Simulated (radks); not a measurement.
Values are calculated unless marked as measured or tabulated.
Task: Ionisation of the tantalum ion Ta+, [Xe] 4f14 5d3 6s1, to Ta2+, [Xe] 4f14 5d3, under several functionals. Dirac Kohn-Sham, spin-unpolarised, spherical densities, point nucleus; open shells are shared between the two j in proportion to 2j + 1; a radial shooting solver on a logarithmic mesh with Libxc functionals. The NIST Atomic Spectra Database gives 16.2 eV (semi-empirical). Rank these functionals by the error of their Delta-SCF ionisation energy: PW91; RPBE; exchange-only B88; PBE.

Result: From best to worst: PW91 15.031 eV (-1.169); PBE 14.974 eV (-1.226); RPBE 14.819 eV (-1.381); exchange-only B88 14.341 eV (-1.859). Spin polarisation and multiplet splitting are left out, so open shells lie too high by an amount that depends on their filling. Sharing an open shell by 2j + 1 raises it above the true ground level by a part of the spin-orbit splitting, which enters the differences from NIST.

Beside tabulated values, note that spin-unpolarised runs miss the spin-polarisation part of the exchange energy of open shells.
